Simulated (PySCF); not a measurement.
**F²⁺ (fluorine, charge +2): UHF calculation**

Configuration: [He] 2s1 2p3 3s1, high-spin 6S determinant (an excited configuration). All numbers are calculated (PySCF 2.14, the non-relativistic Hamiltonian (point nucleus), in aug-cc-pwCVQZ (9s8p6d4f2g, 109 functions)).

- Total energy: -95.916452 hartree
- One-electron energy: -121.2760 hartree
- Hartree (Coulomb) energy: 34.4197 hartree
- Exchange energy: -9.0602 hartree
- Kinetic energy: 95.90596 hartree
- ⟨S²⟩: 8.7500
- ⟨L²⟩: 0.000
- Sum of ⟨r⟩: 6.437 bohr
- Sum of ⟨r²⟩: 12.08 bohr²
- Density at the nucleus (Gaussians lack the cusp): 435 bohr⁻³
- Spin density at the nucleus: 16.4 bohr⁻³
- Langevin diamagnetic susceptibility: -9.57 ×10⁻⁶ cm³/mol

```tsv
shell	electrons	mean orbital energy (hartree)	rms radius, mean of both spins (bohr)
1s α	1	-28.83569	0.204
1s β	1	-28.51328	0.204
2s α	1	-3.75858	0.935
2p α	3	-2.86601	0.917
3s α	1	-0.85134	2.93
```

The outer electron is Rydberg-like, and this basis confines it to a smaller radius and binds it less than a complete one would.

Spin-orbit constants ζ (cm⁻¹) from the X2C one-electron operator on these orbitals (non-relativistic here): bare nucleus, nucleus screened by l(l+1)(2l+1)/3 electrons, and screened by the Breit-Pauli mean field of the electrons.

```
shell   bare  screened nucleus  mean field
   2p  602.0             468.2       416.2
```
